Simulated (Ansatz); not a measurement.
`C/C(F)=[CH]/[GeH3]`, charge 0, multiplicity 1.

Problem. Give a relaxed structure at PBE0-D4/def2-TZVP (Ansatz). (Best estimate.)

Solution. The calculation gave: 
Z-matrix (Å, degrees):
```
C
C 1 1.481
H 1 1.094 2 110.2
H 1 1.094 2 110.2 3 -118.4
H 1 1.089 2 110.7 3 120.8
F 2 1.351 1 111.3 3 59.3
C 2 1.323 1 129.6 3 -120.7
Ge 7 1.936 2 123.2 1 180.0
H 7 1.083 2 116.9 1 -0.0
H 8 1.537 7 110.9 2 60.6
H 8 1.537 7 110.9 2 -60.5
H 8 1.537 7 108.0 2 -180.0
```
Point group Cs.
This is one stationary point; other conformers may exist.
